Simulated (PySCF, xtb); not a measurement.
Lewis adduct: GaH3 (SMILES [GaH3]) (first 4 atoms) with NH3 (SMILES N); geometry from B3LYP-D3(BJ)/def2-TZVP, rigid monomers moved along the line of their centres of mass till Ga1···N5 is 2.51 Å.
(charge 0, multiplicity 1):
```xyz
8

Ga     0.4703    -0.3679     0.7709
H      0.0872    -1.9012     0.8392
H     -0.2810     0.5411    -0.2834
H      1.9285     0.0557     1.2143
N     -0.7539     0.3910     2.8230
H     -1.7473     0.2048     2.7357
H     -0.4097    -0.0946     3.6444
H     -0.6280     1.3874     2.9659
```

Interaction energies are E(AB) − E(A) − E(B) at the monomers' geometry in the complex; basis-set methods are counterpoise corrected. Rows marked so take none.

Rows in 3-21G, 6-31G* carry no dispersion term and start afresh at each structure (6-31G* with six Cartesian d functions); the Pople sets are all-electron and without relativity.

The values were computed with PySCF for 3-21G rows, 6-31G* rows; xtb for the GFN methods. Each number belongs to the level named beside it.

Task: One of these levels gives -103.4 kJ/mol for the interaction energy. Which?
(A) GFN1-xTB
(B) B3LYP/6-31G* (no counterpoise)
(C) B3LYP/3-21G (no counterpoise)
(D) HF/3-21G (no counterpoise)

Result: B, B3LYP/6-31G* (no counterpoise). The others give -91.7 (GFN1-xTB), -137.7 (HF/3-21G (no counterpoise)), -151.3 (B3LYP/3-21G (no counterpoise))
